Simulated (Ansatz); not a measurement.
`CC(F)(CF)C(F)F`. The species carries charge 0 and has multiplicity 1. Geometry: relaxed with PBE0-D4/def2-TZVP. It is one conformer, not always the lowest.

```xyz
14

C    -1.258    0.599   -0.449
C     0.029   -0.180   -0.327
F     0.190   -0.970   -1.457
C     1.220    0.747   -0.232
F     2.381    0.037   -0.019
C     0.010   -1.156    0.848
F    -1.091   -1.936    0.788
F    -0.046   -0.455    2.009
H    -2.083   -0.086   -0.638
H    -1.464    1.149    0.470
H    -1.190    1.305   -1.278
H     1.088    1.449    0.595
H     1.319    1.294   -1.173
H     0.894   -1.797    0.862
```

Q: What is the dipole moment at ωB97M-V/def2-TZVPP? (Best estimate.)

A: Computed: 2.25 D, with components (-0.57, 2.16, -0.29) D in this frame, pointing from negative to positive charge.

Q: And with PBE, r2SCAN, B3LYP? (Estimate.)

A: Computed: PBE 2.12 D, r2SCAN 2.22 D, B3LYP 2.27 D.

Q: Give the Mulliken charges with ωB97M-V, r2SCAN, B3LYP in def2-TZVPP. (Best estimate.)

A: The calculation gave: 
```tsv
atom	ωB97M-V	r2SCAN	B3LYP
C1	-0.33	-0.23	-0.32
C2	0.16	0.31	0.29
F3	-0.21	-0.23	-0.24
C4	0.03	0.11	0.05
F5	-0.22	-0.24	-0.24
C6	0.25	0.30	0.28
F7	-0.19	-0.20	-0.20
F8	-0.20	-0.21	-0.21
H9	0.13	0.08	0.11
H10	0.12	0.07	0.10
H11	0.12	0.06	0.10
H12	0.11	0.05	0.09
H13	0.11	0.05	0.10
H14	0.13	0.07	0.11
```

B3LYP here is the variant with VWN-RPA as its local correlation; programs differ in this.
